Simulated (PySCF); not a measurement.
**Diatomic cations of Cl with group 13**

r²SCAN with triple-zeta basis sets in PySCF, for the lowest determinant that a PBE0 search found; no spin–orbit coupling. De refers to high-spin ground-configuration atoms (the charge goes to the atom of lower measured ionisation energy or higher electron affinity, which is not always the lowest computed limit). A positive dipole points towards Cl; it is taken about the centre of mass and depends on that origin.

```
 M        basis  charged atom  state (unpaired electrons)  Re (Å)  ωe (cm⁻¹)  De (eV)  μ (D)
 B  def2-TZVPPD            B+               doublet (σ ↑)   1.600       1145     4.58  -2.68
Ga  def2-TZVPPD           Ga+               doublet (σ ↑)   2.078        443     1.35  -2.81
In  def2-TZVPPD           In+               doublet (σ ↑)   2.291        349     0.93  -2.72
```

Task: The row for M = Al is missing. Estimate Re, ωe and De as the mean of the rows for B and Ga, and compare with the calculation.

Result: The means are 1.839 Å, 794 cm⁻¹ and 2.96 eV. r²SCAN in def2-TZVPPD gives AlCl⁺ as a doublet (σ ↑) with Re = 2.023 Å, ωe = 606 cm⁻¹, De = 2.44 eV, so the estimate is off by -18.4 pm, +31 % and +0.53 eV.

These are scalar-relativistic numbers at best; spin–orbit coupling would shift them, the dissociation energy most. For an ion De counts to the pair picked by the measured ionisation energies or electron affinities, which need not be the lowest pair at this level. States were picked by a PBE0 search and need not be the measured ground states.
